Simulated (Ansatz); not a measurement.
Cost and result for the atomization energy of `C#CB(F)F` (6 atoms, 5 bonds).

Total charge 0; spin multiplicity 1. The geometry is a stationary point of PBE0-D4/def2-TZVP. Program: Ansatz. All runs use 2 threads of a server CPU on a shared host. Times are those of one run each, without the atoms' runs, and a repeat can differ threefold. Electronic energies, without spin–orbit coupling; frozen cores. CCSD(T)/CBS adds CCSD(T) − MP2 in def2-TZVPP to the MP2 limit, and its time is that of the two runs behind it. T1 = 0.014. B3LYP takes the VWN-RPA correlation (the form of Gaussian; ORCA's B3LYP/G).

CCSD(T)/CBS is a level of theory with its own doubt, some kJ/mol a heavy atom from the limit and from the frozen cores, so smaller differences don't rank the functionals.

```csv
level,functions,wall time,atomization (kcal/mol),difference from CCSD(T)/CBS,per bond
LDA (SPW92)/def2-TZVPP,169,0.55 s,824.4,117.3,23.5
revPBE-D4/def2-TZVPP,169,0.8 s,711.3,4.2,0.8
PBE-D4/def2-TZVPP (with forces),169,1 s,735.9,28.8,5.8
B3LYP-D4/def2-TZVPP (with forces),169,1.4 s,708.2,1.1,0.2
CCSD(T)/def2-SVP,75,1.4 s,682.1,-25.0,-5.0
r2SCAN-D4/def2-TZVPP (with forces),169,1.6 s,714.3,7.2,1.4
B2PLYP/def2-TZVPP,169,1.9 s,707.5,0.4,0.1
B97M-V/def2-TZVPP,169,2.6 s,712.1,5.0,1.0
ωB97X-V/def2-TZVPP,169,2.8 s,705.6,-1.5,-0.3
ωB97M-V/def2-TZVPP (with forces),169,3.6 s,711.3,4.2,0.8
MP2/def2-QZVPP,315,5.5 s,733.8,26.7,5.3
CCSD(T)/def2-TZVPP,169,18 s,689.9,-17.2,-3.4
CCSD(T)/CBS(def2),–,24 s,707.1,0.0,0.0
```

At CCSD(T), def2-SVP lies −25.0 kcal/mol from the extrapolated value and def2-TZVPP −17.2 kcal/mol: correlation converges slowly with the basis, and small sets miss more of it in the bonded molecule than in its fragments. From r2SCAN to r2SCAN0 (25 % exact exchange), in def2-TZVPP and without D4, the atomization energy moves by −18.8 kcal/mol: exact exchange takes away binding that semilocal exchange gives to molecules. In def2-TZVPP, CCSD(T) changes the Hartree–Fock value by +159.5 kcal/mol (the triples alone add +14.1 kcal/mol) and MP2 by +193.1 kcal/mol; breaking electron pairs costs correlation energy, which Hartree–Fock lacks.
